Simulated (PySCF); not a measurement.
Dipole response of Fe (iron, neutral)

[Ar] 3d6 4s2, high-spin 5D determinant. Calculation: PySCF 2.14, in def2-TZVPPD (6s6p4d2f1g, 67 functions); no relativity, point nucleus. Coupled (time-dependent) response in atomic units; α is the mean over directions.

```tsv
method	mean α (bohr³)	α xx, yy, zz	C₆ (like pair)	S(−4)
UHF	84.58	83.36, 83.36, 87.02	799.6	6861
PBE	61.69	60.92, 60.92, 63.23	529.5	2177
PBE0	66.07	65.19, 65.19, 67.84	585.3	2504
r2SCAN0	66.42	66.63, 66.63, 66.01	607.1	2424
```

S(−4) is the Cauchy moment in α(ω) = α(0) + S(−4) ω² + …

Reference α: 62 ± 4 bohr³ (recommended; Schwerdtfeger and Nagle, table of static dipole polarizabilities (2023 update)). Published C₆: 482.0 (Chu and Dalgarno (2004); Tang, Norbeck and Certain (1976)).

Hartree-Fock lies above the reference because it lacks correlation, which contracts the outer shell.

α(iu) at PBE0:

| u (hartree) | α(iu) (bohr³) |
| --- | --- |
| 0 | 66.07 |
| 0.0500 | 60.49 |
| 0.100 | 48.88 |
| 0.200 | 28.85 |
| 0.300 | 17.90 |
| 0.500 | 8.807 |
| 0.750 | 4.939 |
| 1.00 | 3.350 |
| 1.50 | 2.028 |
| 2.00 | 1.447 |
| 3.00 | 0.8798 |
| 5.00 | 0.4256 |

The components differ because the open shell of this determinant is not spherical; for a pure term their mean is the scalar polarisability.
